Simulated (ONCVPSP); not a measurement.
Cutoff test, tin, ONCV

- Element: Sn
- Generator: ONCVPSP 4.0.1
- Type: optimised norm-conserving Vanderbilt (ONCV)
- Functional: PBE
- Relativity: scalar-relativistic
- Frozen core: [Kr]
- Valence charge: 14
- Reference configuration: 4d10 5s2 5p2
- Partial waves: 5s: rc 2.10 bohr, ncon 3, nbas 6, qcut 3.5 1/bohr, 2 projectors, debl 2.8 Ha; 5p: rc 2.05 bohr, ncon 4, nbas 7, qcut 3.2 1/bohr, 2 projectors, debl 2.6 Ha; 4d: rc 1.35 bohr, ncon 3, nbas 8, qcut 9.8 1/bohr, 2 projectors, debl 3.4 Ha
- Local potential: polynomial inside 1.00 bohr (lpopt 3, dvloc0 0 Ha)
- Core correction: polynomial model core, fcfact 0.25

For each optimised wave give the share of its norm inside rc, the residual kinetic energy above qcut (Ha) and the cutoffs (Ha) for errors of 10, 1, 0.1 and 0.01 mHa per electron.

```tsv
wave	norm inside rc	residual KE	10 mHa	1 mHa	0.1 mHa	0.01 mHa
5s	0.409	5.6e-04	3.9	5.7	17.0	30.3
s projector 2	0.121	1.6e-02	6.7	12.0	25.0	30.1
5p	0.162	8.8e-04	1.4	5.0	11.6	23.0
p projector 2	0.130	5.4e-02	13.1	43.9	51.5	70.3
4d	0.755	1.1e-05	31.0	37.8	42.9	49.2
d projector 2	0.067	1.5e-05	29.1	37.4	43.4	49.6
```

The occupied waves need 38 Ha and 43 Ha for 1 and 0.1 mHa. Note: ghosts flagged at negative energy: s at -140.7 eV; GHOST(+) flagged for p at 20.3 eV. A true bound ghost makes a file unfit for plane-wave use. 1 of 4 tests not solved or not reliable.
